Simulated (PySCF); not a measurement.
These compounds are isomers of formula C6H6F4O2.

A. SMILES COC(=O)/C=C\[C@H](F)C(F)(F)F
B. SMILES F[C@@H]1OC[C@]12CO[C@@H]2C(F)(F)F
C. SMILES CC(=O)O/C=C(/F)CC(F)(F)F

Spectrum 1. 1H NMR (300 MHz, computed): δ 6.40 (m, 1H), 5.38 (m, 1H), 4.96 (m, 1H), 4.83 (m, 1H), 4.76 (m, 1H), 4.66 (m, 1H). 13C{1H} NMR (computed): δ 132.9 (C), 116.8 (CH), 85.0 (CH), 79.0 (CH2), 76.9 (CH2), 50.5 (C).

Spectrum 2. 1H NMR (300 MHz, computed): δ 7.57 (m, 1H), 6.90 (m, 1H), 6.29 (m, 1H), 3.99 (s, 3H). 13C{1H} NMR (computed): δ 173.4 (C), 151.8 (CH), 133.2 (CH), 131.5 (C), 90.4 (CH), 54.3 (CH3).

Spectrum 3. 1H NMR (300 MHz, computed): δ 8.37 (m, 1H), 3.24 (m, 2H), 2.26 (s, 3H). 13C{1H} NMR (computed): δ 171.3 (C), 155.4 (C), 134.9 (CH), 134.1 (C), 39.5 (CH2), 22.7 (CH3).

No relativistic terms, one conformer, fast rotation and ring inversion assumed for equivalent nuclei, gas phase. NMR shieldings at PBE0/pcSseg-1/GIAO; geometry from GFN2-xTB; PySCF 2.14.

Chemical shifts δ = σref − σ; TMS for 1H (σref 31.72), 13C (σref 186.93), all at this level. Splittings of carbon signals by F and P are missing where no couplings were computed. Where no couplings were computed, multiplicities follow the n + 1 count of equivalent neighbours, and m marks all less simple cases (inequivalent or close neighbours, rings, F or P nearby). Shifts are as computed. Against solution values, carbons near 30 ppm lie about +3 ppm off and those near 130 ppm about +5 ppm. Of 1211 compounds with measured shifts, 218 miss one by over three times the rms of a fit or turn the order of signals round; such compounds aren't used in these exercises.

Problem. Which spectrum belongs to which compound?

Solution. 1–B, 2–A, 3–C.

- Spectrum 1 (B): 6 13C signals; δC 132.9 is a CF3 carbon; δC 116.8 is an sp3 CH bonded to F and O.
- Spectrum 2 (A): 6 13C signals; δC 173.4 is an ester carbonyl carbon; δC 151.8 is a β carbon of a C=C–C=O unit.
- Spectrum 3 (C): 6 13C signals; δC 171.3 is an ester carbonyl carbon; δC 134.9 is an alkene carbon bearing oxygen.
